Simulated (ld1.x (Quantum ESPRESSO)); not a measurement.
**An all-electron radial function and its pseudo partner (fluorine (F))**

Columns: radius, all-electron u(r) and pseudo u(r) of the 2p shell (level -11.12 eV) of fluorine in the configuration [He] 2s2 2p5; PBE, non-relativistic, TM scheme, ld1.x (Quantum ESPRESSO) 7.5.

```csv
r (bohr),all-electron,pseudo
0.078,0.0922,0.0310
0.155,0.2666,0.1182
0.232,0.4457,0.2501
0.310,0.6013,0.4114
0.388,0.7223,0.5792
0.465,0.8084,0.7307
0.542,0.8645,0.8521
0.620,0.8956,0.9350
0.698,0.9060,0.9760
0.775,0.9008,0.9801
0.852,0.8843,0.9573
0.930,0.8593,0.9168
1.008,0.8285,0.8679
1.085,0.7945,0.8179
1.162,0.7584,0.7701
1.240,0.7208,0.7253
1.318,0.6830,0.6842
1.395,0.6460,0.6462
1.472,0.6098,0.6098
1.550,0.5743,0.5743
1.628,0.5401,0.5401
1.705,0.5078,0.5078
1.782,0.4770,0.4770
1.860,0.4473,0.4473
1.938,0.4192,0.4192
2.015,0.3930,0.3930
```

Problem. How many radial nodes do the two functions have?

Solution. The all-electron 2p function has n − l − 1 = 0; the pseudo-wave has 0.

Problem. At about which radius was the pseudo-wave matched?

Solution. 1.55 bohr. The columns agree to 0.0005 from 1.40 bohr on; several derivatives are matched, so the curves merge somewhat inside the radius.

Problem. Where does each function peak?

Solution. Outermost all-electron maximum near 0.70 bohr, pseudo maximum near 0.78 bohr (to the table’s step).

Problem. Is the pseudo-wave norm-conserving?

Solution. Yes: the TM scheme keeps the norm inside the radius equal to the all-electron one, which fixes the energy derivative of the logarithmic derivative at the level.
